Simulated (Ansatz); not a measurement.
`C=[C]([AlH2])C(C)=N` at its PBE0-D4/def2-TZVP geometry, where that method's forces vanish. Charge 0, multiplicity 1.

```xyz
14

C    -0.5324   -0.4520   -1.8607
C    -0.2579   -0.4292   -0.5495
Al   -1.2847   -1.6732    0.5389
C     0.7896    0.5017   -0.0595
C     0.4811    1.2170    1.2252
N     1.8622    0.6340   -0.7287
H    -1.2800   -1.1208   -2.2796
H    -0.0099    0.1999   -2.5589
H    -2.3142   -2.5984   -0.2346
H    -1.1017   -1.7708    2.1137
H     1.2902    1.8890    1.5145
H    -0.4407    1.7978    1.1252
H     0.3148    0.4979    2.0333
H     2.4836    1.3071   -0.2793
```

(1) What forces (eV/Å) does PBE-D4/def2-TZVPP give on these atoms in Ansatz 0.2.0? (An estimate is asked.)

Answers

(1) Computed: 
```
C1  -0.112 -0.038 -0.355
C2   0.068 -0.010  0.379
Al3 -0.031 -0.029  0.054
C4  -0.503 -0.064  0.349
C5  -0.012  0.005  0.022
N6   0.535 -0.160 -0.647
H7  -0.154 -0.139 -0.104
H8   0.108  0.141 -0.156
H9  -0.073 -0.069 -0.061
H10  0.016 -0.009  0.120
H11  0.163  0.140  0.061
H12 -0.194  0.121  0.008
H13 -0.052 -0.133  0.178
H14  0.242  0.243  0.153
```
